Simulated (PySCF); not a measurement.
YCl₃, SMILES [Cl][Y]([Cl])[Cl].

Geometry: r2SCAN-D4/def2-SVP. The isomer is the one that the SMILES or the coordinates give; other isomers of the formula were not compared. The def2 effective core potentials stand for the cores of Y; spin–orbit coupling is left out.

These are PySCF 2.14.0 with TDA-PBE/def2-SVPD values and carry that method's errors.

Vertical excitations; the highest root listed may be one member of a degenerate set. Isolated molecule, no solvent. State labels are in the subgroup C2v.

Computed lowest excited states:
```json
[
 {"state": "S1", "symmetry": "B1", "energy (eV)": "4.07", "λ (nm)": "305", "f": "0.000", "main pairs": "HOMO→LUMO 100 %"},
 {"state": "S2", "symmetry": "B1", "energy (eV)": "4.30", "λ (nm)": "288", "f": "0.003", "main pairs": "HOMO−1→LUMO (degenerate set)"},
 {"state": "S3", "symmetry": "A1", "energy (eV)": "4.30", "λ (nm)": "288", "f": "0.003", "main pairs": "HOMO−2→LUMO (degenerate set)"},
 {"state": "S4", "symmetry": "B2", "energy (eV)": "4.40", "λ (nm)": "282", "f": "0.041", "main pairs": "HOMO−3→LUMO 100 %"},
 {"state": "S5", "symmetry": "A2", "energy (eV)": "4.53", "λ (nm)": "274", "f": "0.000", "main pairs": "HOMO−4→LUMO (degenerate set)"},
 {"state": "S6", "symmetry": "B2", "energy (eV)": "4.53", "λ (nm)": "274", "f": "0.000", "main pairs": "HOMO−5→LUMO (degenerate set)"},
 {"state": "S7", "symmetry": "B1", "energy (eV)": "5.02", "λ (nm)": "247", "f": "0.002", "main pairs": "HOMO−6→LUMO (degenerate set)"},
 {"state": "S8", "symmetry": "A1", "energy (eV)": "5.02", "λ (nm)": "247", "f": "0.002", "main pairs": "HOMO−7→LUMO (degenerate set)"},
 {"state": "S9", "symmetry": "B2", "energy (eV)": "5.16", "λ (nm)": "240", "f": "0.000", "main pairs": "HOMO→LUMO+2 (degenerate set)"},
 {"state": "S10", "symmetry": "A2", "energy (eV)": "5.16", "λ (nm)": "240", "f": "0.000", "main pairs": "HOMO→LUMO+1 (degenerate set)"},
 {"state": "T1", "symmetry": "B1", "energy (eV)": "4.06", "λ (nm)": "305", "f": "0", "main pairs": "HOMO→LUMO 100 %"},
 {"state": "T2", "symmetry": "B1", "energy (eV)": "4.28", "λ (nm)": "290", "f": "0", "main pairs": "HOMO−1→LUMO (degenerate set)"},
 {"state": "T3", "symmetry": "A1", "energy (eV)": "4.28", "λ (nm)": "290", "f": "0", "main pairs": "HOMO−2→LUMO (degenerate set)"},
 {"state": "T4", "symmetry": "B2", "energy (eV)": "4.30", "λ (nm)": "289", "f": "0", "main pairs": "HOMO−3→LUMO 100 %"}
]
```
Triplets are in the Tamm–Dancoff approximation.
